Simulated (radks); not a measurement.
The numbers below are computed, except where a source is named.
Task: Valence configurations of Co+ (all share [Ar]). Level of theory: Dirac Kohn-Sham, BLYP, spin-unpolarised, spherical densities, finite nucleus; open shells are shared between the two j in proportion to 2j + 1; Fermi nuclear charge, rms radius 3.7875 fm (a radial shooting solver on a logarithmic mesh with Libxc functionals). Order these by energy: 3d7.5 4p0.5; 3d7 4p1; 3d7 4s1; 3d7.5 4s0.5; 3d6 4p2; 3d8; 3d6 4s1 4p1.

Result: From the lowest, in eV above it: 3d8 0.000; 3d7.5 4s0.5 0.817; 3d7 4s1 2.414; 3d7.5 4p0.5 3.358; 3d7 4p1 7.812; 3d6 4s1 4p1 14.431; 3d6 4p2 20.583. NIST lists [Ar] 3d8 as the ground configuration; this level of theory agrees among the configurations tried. The energies are those of spherical spin-averaged densities, not of single terms.
